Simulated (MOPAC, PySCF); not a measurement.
H$_{3}$ClSSi, SMILES `[SiH2](S)Cl` (H–S–Si–Cl torsion 70°), neutral singlet in the gas phase. 

Cartesian coordinates (Å):
```xyz
6

S      1.5370    -0.3073    -0.6711
Si    -0.4787    -0.1640    -0.0299
Cl    -1.2014     1.7567    -0.1026
H      2.0274     0.3287     0.4070
H     -1.2538    -0.9969    -0.9729
H     -0.6304    -0.6172     1.3694
```
Charge 0, multiplicity 1.

All levels are single points at this geometry (PBE0-D4/def2-TZVP); Pople sets use spherical d functions. Orbital energies aren't observables, and empty levels follow the basis.

PM3 in MOPAC gives dipole (D) = 2.00.

Estimate the dipole (D) from each of these levels: B3LYP-D3(BJ)/def2-TZVP in PySCF; PBE-D3(BJ)/def2-TZVP in PySCF; PBE0-D4/def2-TZVP in PySCF; B3LYP/6-311+G** in PySCF; B3LYP/6-31G* in PySCF; BP86/6-31G* in PySCF; M06-2X/6-31G* in PySCF; HF/3-21G in PySCF; HF/6-31G* in PySCF; HF/STO-3G in PySCF; AM1 in MOPAC; PM7 in MOPAC.


```
level                            dipole (D)
-------------------------------  ----------
B3LYP-D3(BJ)/def2-TZVP in PySCF        1.08
PBE-D3(BJ)/def2-TZVP in PySCF          1.03
PBE0-D4/def2-TZVP in PySCF             1.10
B3LYP/6-311+G** in PySCF               1.38
B3LYP/6-31G* in PySCF                  1.40
BP86/6-31G* in PySCF                   1.36
M06-2X/6-31G* in PySCF                 1.51
HF/3-21G in PySCF                      2.32
HF/6-31G* in PySCF                     1.59
HF/STO-3G in PySCF                     2.50
AM1 in MOPAC                           1.79
PM7 in MOPAC                           1.94
```
